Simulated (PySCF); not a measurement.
PySCF input file for BrH3MgSi, SMILES [SiH3][Mg][Br], TPSSh-D3(BJ)/def2-TZVP. Geometry optimised at TPSSh-D3(BJ)/def2-TZVP.

```python
import numpy as np
from pyscf import gto, scf, dft, df
from pyscf.hessian import thermo

mol = gto.M(
    atom='''
    Mg   -0.00000000   -0.00000000    0.57593196
    Br    0.00000000    0.00000000   -1.77379411
    Si   -0.00000000    0.00000000    3.14556812
    H     1.19250255   -0.68849167    3.71121892
    H    -1.19250255   -0.68849166    3.71121892
    H     0.00000000    1.37698333    3.71121892
    ''',
    basis='def2-TZVP',
    charge=0,
    spin=0,
    max_memory=1600,
    verbose=3,
)
mf = dft.RKS(mol, xc='tpssh').density_fit(auxbasis='def2-universal-jkfit')
mf.disp = 'd3bj'
mf.grids.level = 4
mf.conv_tol = 1e-11
mf.max_cycle = 100
mf.kernel()

# [left out here: the lines that compute and print the analytic Hessian (its translational invariance restored by hand, since the grid's response is missing), thermochemistry and intensities]
```

Program output:

```
converged SCF energy = -3065.56499429755

WARN: MGGA Hessian is sensitive to dft grids. grids.level 4 may not be dense enough.


WARN: DFTD3 does not support analytical Hessian, using finite difference


WARN: Mole.unit (angstrom) is changed to Bohr

Mode                                 0                   1                   2
Irrep
Freq [cm^-1]                       78.2989             78.3001            215.9350
Reduced mass [au]                   8.0250              8.0251             11.6342
Force const [Dyne/A]                0.0290              0.0290              0.3196
Char temp [K]                     112.6547            112.6563            310.6824
Normal mode                   x     y     z       x     y     z       x     y     z
       0  Mg                -0.02 -0.18 -0.00   -0.18  0.02  0.00   -0.00  0.00  0.02
       1  Br                 0.00  0.03 -0.00    0.03 -0.00  0.00    0.00 -0.00 -0.06
       2  Si                 0.00  0.06  0.00    0.06 -0.00 -0.00    0.00 -0.00  0.15
       3   H                 0.01  0.13  0.07    0.12 -0.01 -0.15    0.00 -0.00  0.14
       4   H                 0.01  0.13  0.10    0.12 -0.01  0.14   -0.00 -0.00  0.14
       5   H                 0.01  0.12 -0.17    0.13 -0.01  0.02    0.00  0.00  0.14
Mode                                 3                   4                   5
Irrep
Freq [cm^-1]                      398.1507            398.1510            468.4587
Reduced mass [au]                   1.1565              1.1565             19.0899
Force const [Dyne/A]                0.1080              0.1080              2.4683
Char temp [K]                     572.8502            572.8507            674.0078
Normal mode                   x     y     z       x     y     z       x     y     z
       0  Mg                 0.02  0.03 -0.00    0.03 -0.02  0.00    0.00  0.00  0.18
       1  Br                -0.00 -0.00  0.00   -0.00  0.00 -0.00    0.00  0.00 -0.03
       2  Si                -0.03 -0.05 -0.00   -0.05  0.03  0.00   -0.00 -0.00 -0.06
       3   H                 0.16  0.24 -0.06    0.18 -0.14 -0.66    0.00 -0.00 -0.07
       4   H                 0.12  0.21  0.60    0.21 -0.18  0.28   -0.00 -0.00 -0.07
       5   H                 0.17  0.19 -0.54    0.24 -0.13  0.38   -0.00  0.00 -0.07
Mode                                 6                   7                   8
Irrep
Freq [cm^-1]                      864.0440            956.1496            956.1568
Reduced mass [au]                   1.0978              1.0314              1.0314
Force const [Dyne/A]                0.4829              0.5556              0.5556
Char temp [K]                    1243.1669           1375.6864           1375.6968
Normal mode                   x     y     z       x     y     z       x     y     z
       0  Mg                 0.00  0.00 -0.00   -0.00 -0.00 -0.00   -0.00  0.00  0.00
       1  Br                 0.00  0.00  0.00    0.00  0.00  0.00    0.00 -0.00 -0.00
       2  Si                 0.00  0.00  0.05   -0.03 -0.00  0.00   -0.00  0.03 -0.00
       3   H                 0.18 -0.11 -0.51    0.07  0.38  0.27   -0.38 -0.51  0.16
       4   H                -0.18 -0.11 -0.51    0.07 -0.37 -0.27    0.38 -0.51  0.15
       5   H                -0.00  0.21 -0.51    0.73 -0.00  0.00    0.00  0.15 -0.31
Mode                                 9                  10                  11
Irrep
Freq [cm^-1]                     2198.7135           2206.0925           2206.0978
Reduced mass [au]                   1.0206              1.0499              1.0499
Force const [Dyne/A]                2.9070              3.0104              3.0105
Char temp [K]                    3163.4592           3174.0759           3174.0835
Normal mode                   x     y     z       x     y     z       x     y     z
       0  Mg                 0.00 -0.00 -0.00   -0.00  0.00 -0.00    0.00  0.00  0.00
       1  Br                -0.00 -0.00  0.00    0.00 -0.00 -0.00   -0.00 -0.00  0.00
       2  Si                 0.00 -0.00  0.02   -0.00  0.04  0.00    0.04  0.00 -0.00
       3   H                -0.46  0.27 -0.20    0.33 -0.17  0.16   -0.55  0.32 -0.27
       4   H                 0.46  0.27 -0.20   -0.32 -0.17  0.15   -0.55 -0.32  0.27
       5   H                 0.00 -0.54 -0.20   -0.00 -0.73 -0.31    0.01 -0.00 -0.00
temperature 298.1500 [K]
pressure 101325.00 [Pa]
Rotational constants [GHz] 88.14101 0.87738 0.87738
Symmetry number 3
Zero-point energy (ZPE) 0.02512 [Eh]   65941.444 [J/mol]
                           tot       elec      trans        rot        vib
Entropy [J/mol/K]       323.529      0.000    169.952     99.496     54.081
Cv [J/mol/K]             72.788      0.000     12.472     12.472     47.845
Cp [J/mol/K]             81.102      0.000     20.786     12.472     47.845
Internal energy [J/mol]                      3718.434   3718.434  74108.808
Internal energy [Eh]   -3065.53394  -3065.56499
Enthalpy [J/mol]                             6197.391   3718.434  74108.808
Enthalpy [Eh]          -3065.53299
Gibbs free energy [J/mol]                  -44473.867 -25946.151  57984.484
Gibbs free energy [Eh] -3065.56973
mode   freq/cm-1   IR/(km/mol)
   1       78.30        23.697
   2       78.30        23.697
   3      215.94         3.739
   4      398.15         0.540
   5      398.15         0.540
   6      468.46        89.171
   7      864.04       316.050
   8      956.15        44.919
   9      956.16        44.919
  10     2198.71        84.766
  11     2206.09        92.380
  12     2206.10        92.374
max |gradient| / (hartree/bohr): 4.22151375149176e-06
APT charges: [ 0.9182 -0.6349  0.4527 -0.2453 -0.2453 -0.2453]
```

Self-consistency was reached.
